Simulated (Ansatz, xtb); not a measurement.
Two structures of CClLiO

We compare a, a singlet given by its coordinates, with b, a singlet given by its coordinates. Both are isolated molecules in the gas phase, relaxed with PBE0-D3(BJ)/def2-SVP.

a (Å):

```csv
atom,x (Å),y (Å),z (Å)
C,1.5165,2.5892,-0.0314
Cl,1.8426,2.7954,-3.9942
Li,1.9170,2.0429,-2.1245
O,1.2744,2.9904,0.9883
```

Close contacts (Å): C1–Li3 2.20, C1–O4 1.12, Cl2–Li3 2.02.

b (Å):

```xyz
4

C     2.3473    2.6249   -0.5792
Cl    0.4993    2.4555   -2.9498
Li    0.2846    2.9352   -0.9842
O     3.4338    2.3772   -0.7424
```

Close contacts (Å): C1–Li3 2.12, C1–O4 1.13, Cl2–Li3 2.03.

Problem. Estimate which is lower in electronic energy at CCSD(T)/def2-TZVPP, and by roughly how much.

Solution. The CCSD(T)/def2-TZVPP calculation puts structure a lower, by 1.65 kcal/mol.

The same difference at several levels:

```tsv
level	geometry	E(b) − E(a) (kcal/mol)	departure from the last row (kcal/mol)	job, with rough time for the two
PBE0-D3(BJ)/def2-SVP	PBE0-D3(BJ)/def2-SVP	−0.26	−1.91	optimisation, 99 s
HF/def2-TZVPP	PBE0-D3(BJ)/def2-SVP	+3.15	+1.50	part of the CCSD(T) run
MP2/def2-TZVPP	PBE0-D3(BJ)/def2-SVP	+1.47	−0.18	part of the CCSD(T) run
CCSD(T)/def2-TZVPP	PBE0-D3(BJ)/def2-SVP	+1.65		single point, 51 s
```

PBE0-D3(BJ)/def2-SVP finds them nearly level. The largest departure from CCSD(T)/def2-TZVPP is that of PBE0-D3(BJ)/def2-SVP, 1.91 kcal/mol. Levels run at GFN2-xTB geometries aren't shown.

With harmonic frequencies from PBE0-D3(BJ)/def2-SVP (ideal gas, rigid rotor, one conformer each, 600 K, 1 atm): on the last row, ΔE + ΔZPE = +1.82 kcal/mol. A mode under 50 cm⁻¹ makes harmonic enthalpies and free energies unreliable, so none is given.

The correlated steps freeze 7 core orbitals; the last core shell of Li is correlated, in a basis made for valence electrons. Programs: Ansatz 0.2.0; the last row on 1 thread of AMD EPYC (Zen 3) on a shared host.
